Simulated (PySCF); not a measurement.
## Multinuclear NMR of C₄H₁₄OSi₃

Structure with atom numbers: `[CH2:1]=[CH:2][SiH2:3][O:4][SiH2:5][SiH:6]([CH3:7])[CH3:8]`. Each H is labelled by its parent atom. Ha(C1) is cis to Si3; Hb(C1) is trans to Si3.

PySCF 2.14 calculation with NMR shieldings at PBE0/pcSseg-1/GIAO and geometry: GFN2-xTB; equivalent nuclei averaged, isolated molecule, non-relativistic, single conformer.

(1) Where does ²⁹Si resonate?

(2) Where does ¹⁷O resonate?

Results:

(1) 
| atoms | environment | σ (ppm) | δ (ppm) |
| --- | --- | --- | --- |
| Si5 | silicon bonded to O, Si, 2 H | 375.7 | -28.8 |
| Si3 | silicon bonded to C, O, 2 H | 380.9 | -33.2 |
| Si6 | silicon bonded to 2 C, Si, H | 399.3 | -48.2 |

Shieldings were converted by a linear fit to measured shifts: ²⁹Si: δ = 279.94 − 0.822σ (rms 8.9 ppm, 72 shifts, 25.8 ppm with the 6 outliers that the fit left out vs TMS, solution or neat liquid). A few per cent of atoms miss by over 2 rms, more outside the fitted compound classes.

On a 600 MHz spectrometer ²⁹Si resonates near 119.2 MHz, so 1 ppm is 119.2 Hz.

(2) 
```tsv
atoms	environment	σ (ppm)	δ (ppm)
O4	oxygen bonded to 2 Si	329.9	-33.8
```

Shieldings were converted by a linear fit to measured shifts: ¹⁷O: δ = 266.70 − 0.911σ (rms 10.7 ppm, 155 shifts, 12.2 ppm with the 3 outliers that the fit left out vs liquid water, solution or neat liquid). Occasional misses reach two or three times the rms, and more in compound classes unlike the fitted ones.

On a 600 MHz spectrometer ¹⁷O resonates near 81.3 MHz, so 1 ppm is 81.3 Hz.
